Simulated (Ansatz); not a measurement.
Input file for Ansatz (an electronic-structure program): R-SVWN5/def2-TZVPP on H3InO2 (SMILES [OH][InH][OH]), a point of a torsion scan. Elements past Kr take the def2 small-core potentials; no spin–orbit coupling.

Ansatz 0.2 input:
```yaml
crystal:
  periodic: [false, false, false]
  atoms:
    - {symbol: O, position_ang: [-1.73736023, -0.42091004, 0.33858306]}
    - {symbol: In, position_ang: [0.02537137, 0.33536918, 0.09101755]}
    - {symbol: O, position_ang: [1.43786110, -0.95170913, 0.40551177]}
    - {symbol: H, position_ang: [-2.15834854, -0.81606541, -0.42310719]}
    - {symbol: H, position_ang: [0.27941589, 1.97030553, -0.20947598]}
    - {symbol: H, position_ang: [2.34652032, -0.66233742, 0.34945175]}
basis:
  gaussian:
    orbitals: def2-TZVPP
hamiltonian:
  xc: {name: SVWN5}
scf: {lower_state_search: off}
```

Output:

```
WARN ansatz: RAYON_NUM_THREADS=1 ignored (pool sized by the plan → 1); use --threads N
Functional definition: SVWN5
these checks for a lower state are left out or cut short: stability, starts, cluster_reference, orbital_swaps, neighbouring_geometries, increment
integrals: 0.06 GiB planned
867 factors; their error is unknown
mean field: 0.44 GiB planned
mean field evaluation 1: about -9265.0129 eV, gradient 9.9e1 eV
mean field evaluation 2: about -9089.8551 eV, gradient 2.6e2 eV
mean field evaluation 4: about -9279.5468 eV, gradient 2.8e1 eV
mean field evaluation 8: about -9281.1191 eV, gradient 2.9e-1 eV
mean field evaluation 16: about -9281.1139 eV, gradient 6.8e-5 eV
mean field -9281.11386667 eV, -341.0746436350 hartree, gradient 6.0e-6 eV, S^2 0.000000; 0 other end points of the search recorded, 0 dependent functions left out
reference -9281.11392363 eV, -341.0746457285 hartree; 20, 20 occupied and 134, 134 virtual orbitals, 867 factors
Total energy: -9281.11392363 eV, -341.0746457285 hartree
Checks for a lower state left out: stability, starts, cluster_reference, orbital_swaps, neighbouring_geometries, increment
```

The run converged.

Cost: about 0.7 core-seconds (a rough figure).
